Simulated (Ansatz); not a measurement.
Geometry optimisation, RKS PBE0-D4/def2-SVP (Ansatz).

The input (input.yaml):

```yaml
crystal:
  periodic: [false, false, false]
  atoms:
    - { symbol: C, position_ang: [-0.12283, 1.06425, -0.73492] }
    - { symbol: C, position_ang: [-0.80026, -0.138, -0.13012] }
    - { symbol: Si, position_ang: [-0.02274, -1.83394, -0.02754] }
    - { symbol: "N", position_ang: [-0.31259, -0.55279, 1.13863] }
    - { symbol: H, position_ang: [-0.07383, 0.97807, -1.81785] }
    - { symbol: H, position_ang: [-1.54459, 0.54005, -0.54764] }
    - { symbol: H, position_ang: [0.88327, 1.24867, -0.34111] }
    - { symbol: H, position_ang: [0.849, -2.71948, 0.74883] }
    - { symbol: H, position_ang: [0.34177, 0.02279, 1.66123] }
basis:
  gaussian: { orbitals: def2-SVP }
hamiltonian:
  xc: pbe0
  dispersion: d4
relax:
  f_tol: 0.02
  max_steps: 50
output:
  orbitals: {}
```

Launched with:

```bash
$ ansatz run input.yaml --threads 2 --pin off --max-ram 3072MiB --backend cpu --events-out ev --progress --plain --runs-dir out
```

Task: Where does it end, and by what steps?

Result: It converged. After 13 steps the energy has fallen by 5.452 eV; H5 moved furthest, 1.21 Å. Parted: C2–Si3 (1.87 → 2.79 Å).

```tsv
step	energy less start (eV)	largest force component (eV/Å)	accepted
0	0.0000	6.331	yes
1	-1.8419	6.049	yes
2	-3.3865	3.107	yes
3	-4.0831	1.918	yes
4	-4.3610	1.282	yes
5	-4.7266	0.745	yes
6	-4.9307	1.099	yes
7	-5.1032	0.962	yes
8	-5.2710	0.657	yes
9	-5.3735	0.546	yes
10	-5.4248	0.370	yes
11	-5.4463	0.626	yes
12	-5.4524	0.022	yes
13	-5.4525	0.004	yes
```

```xyz
9
Properties=species:S:1:pos:R:3
C -0.012 1.334 -0.748
C -0.542 0.149 -0.422
Si -0.660 -2.343 0.826
N 0.038 -0.800 0.409
H -0.548 2.012 -1.414
H -1.520 -0.153 -0.817
H 0.961 1.657 -0.366
H 0.536 -2.732 1.708
H 0.944 -0.516 0.773
```

Time of the run: 18 s on 2 threads of Intel(R) Xeon(R) 6975P-C (Granite Rapids) (shared host), peak memory 0.18 GiB.
